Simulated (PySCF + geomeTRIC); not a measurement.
Level of theory: PBE0-D3(BJ)/def2-TZVPD (PySCF + geomeTRIC). fastk is a local helper that only speeds up exchange builds. No frequencies were computed at this level.

```python
import json, numpy as np
from pyscf import gto, dft
from fastk import lowrank_exchange
atoms = """
C      1.038305    -0.011089    -0.044520
Ge    -0.918386     0.010237     0.039784
H      1.456765     0.820669     0.517082
H      1.380367     0.067960    -1.073013
H      1.432537    -0.933951     0.373198
H     -1.405871    -0.101264     1.447445
H     -1.507289    -1.126516    -0.730284
H     -1.476427     1.273953    -0.529693
"""
def scf(charge, spin, dm0=None):
    mol = gto.M(atom=atoms, basis='def2-tzvpd', ecp={}, charge=charge, spin=spin, verbose=3, max_memory=5040)
    mf = dft.KS(mol, xc='pbe0').density_fit(auxbasis="def2-universal-jkfit")
    mf.disp = 'd3bj'
    mf.grids.level = 3
    mf.conv_tol = 1e-8
    mf.max_cycle = 60
    mf.kernel(dm0)
    if not mf.converged:
        mf = mf.newton().run(mf.mo_coeff, mf.mo_occ).undo_soscf()
    return mf
mf = scf(0, 0)
from pyscf.geomopt.geometric_solver import kernel as optimize
path = []
done, mol = optimize(mf, maxsteps=80, assert_convergence=False, callback=lambda env: path.append((env["energy"], bool(env["g_scanner"].converged))))
res = dict(converged=bool(done and path[-1][1]), energy=path[-1][0], path=[e for e, c in path], xyz=mol.atom_coords(unit="Angstrom").tolist(), nao=mol.nao)
json.dump(res, open("result.json", "w"))
```

Output:

```
converged SCF energy = -2118.40917401539
Geometry optimization cycle 1
converged SCF energy = -2118.40917401539
cycle 1: E = -2118.40917402  dE = -2118.41  norm(grad) = 0.0336292
Geometry optimization cycle 2
converged SCF energy = -2118.41142692674
cycle 2: E = -2118.41142693  dE = -0.00225291  norm(grad) = 0.00469318
Geometry optimization cycle 3
converged SCF energy = -2118.41146534215
cycle 3: E = -2118.41146534  dE = -3.84154e-05  norm(grad) = 0.000941206
Geometry optimization cycle 4
converged SCF energy = -2118.41146660552
cycle 4: E = -2118.41146661  dE = -1.26336e-06  norm(grad) = 0.000175398
Geometry optimization cycle 5
converged SCF energy = -2118.41146668242
cycle 5: E = -2118.41146668  dE = -7.69055e-08  norm(grad) = 3.5291e-05
<class 'geometric.internal.Distance'> : 7
<class 'geometric.internal.Angle'> : 12
<class 'geometric.internal.Dihedral'> : 9
<class 'geometric.internal.TranslationX'> : 1
<class 'geometric.internal.TranslationY'> : 1
<class 'geometric.internal.TranslationZ'> : 1
<class 'geometric.internal.RotationA'> : 1
<class 'geometric.internal.RotationB'> : 1
<class 'geometric.internal.RotationC'> : 1
Step    0 : Gradient = 1.189e-02/1.694e-02 (rms/max) Energy = -2118.4091740154
Step    1 : Displace = 3.576e-02/5.746e-02 (rms/max) Trust = 1.000e-01 (=) Grad = 1.659e-03/2.832e-03 (rms/max) E (change) = -2118.4114269267 (-2.253e-03) Quality = 0.849
Step    2 : Displace = 3.264e-03/5.210e-03 (rms/max) Trust = 1.414e-01 (+) Grad = 3.328e-04/6.642e-04 (rms/max) E (change) = -2118.4114653422 (-3.842e-05) Quality = 1.138
Step    3 : Displace = 6.919e-04/9.426e-04 (rms/max) Trust = 2.000e-01 (+) Grad = 6.201e-05/1.258e-04 (rms/max) E (change) = -2118.4114666055 (-1.263e-06) Quality = 1.131
Step    4 : Displace = 2.557e-04/3.555e-04 (rms/max) Trust = 2.828e-01 (+) Grad = 1.248e-05/2.276e-05 (rms/max) E (change) = -2118.4114666824 (-7.691e-08) Quality = 1.215
Converged! =D
```

Cost: about 60 core-seconds (a rough figure).
